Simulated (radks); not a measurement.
All-electron atom: Sn3+ in [Kr] 4d9.5 5s1.5 (fractional occupations, a model configuration).

Method: scalar-relativistic Kohn-Sham, r2SCAN, spin-polarised, spherical densities, finite nucleus; open shells are filled with parallel spins first (spin-orbit coupling, left out, can overturn this in heavy ions); meta-GGA in the generalised Kohn-Sham scheme; Fermi nuclear charge, rms radius 4.6519 fm; computed with a radial shooting solver on a logarithmic mesh with Libxc functionals.

Energy parts (eV):
| part | energy |
|---|---|
| total | -168046.893 |
| kinetic | 175458.204 |
| electron-nucleus | -404819.980 |
| Hartree | 65787.117 |
| exchange-correlation | -4472.233 |

Orbitals (lengths in bohr, moments of r in powers of bohr; <r^-3> diverges for s and p1/2; r(max) is where P^2 peaks):
orbital  occ.  eigenvalue (eV)   r(max)      <r>   <1/r>  <r^-3>
1s up       1        -29100.74  0.01878  0.02906   53.08       -
1s down     1        -29100.72  0.01878  0.02906   53.08       -
2s up       1        -4437.312   0.1060   0.1255   12.13       -
2s down     1        -4437.111   0.1060   0.1255   12.13       -
2p up       3        -3983.825  0.08496   0.1096   11.65    4697
2p down     3        -3983.669  0.08496   0.1096   11.65    4697
3s up       1        -889.4803   0.3071   0.3386   4.316       -
3s down     1        -889.4130   0.3071   0.3386   4.316       -
3p up       3        -740.2219   0.3006   0.3372   4.103   873.4
3p down     3        -740.1307   0.3006   0.3372   4.103   873.2
3d up       5        -510.9477   0.2515   0.3145   3.865   119.5
3d down     5        -510.7796   0.2515   0.3145   3.865   119.5
4s up       1        -170.5278   0.7461   0.8185   1.690       -
4s down     1        -169.8655   0.7460   0.8184   1.690       -
4p up       3        -125.1030   0.7879   0.8831   1.539   155.8
4p down     3        -124.4293   0.7878   0.8826   1.539   155.9
4d up       5         -58.7852   0.8806    1.068   1.242   15.12
4d down   4.5         -58.0532   0.8804    1.066   1.244   15.17
5s up       1         -37.5320    1.882    2.088  0.6197       -
5s down   0.5         -36.2649    1.881    2.098  0.6176       -

The highest occupied level is 5s down at -36.265 eV. The spin density at the nucleus is 27.55 e/bohr^3 (1s 0.20, 2s -0.37, 3s 0.37, 4s -0.12, 5s 27.47). The electron density at the nucleus is 1.965e+05 e/bohr^3 (large components only). The density falls to 0.001 e/bohr^3 at r = 3.42 bohr.
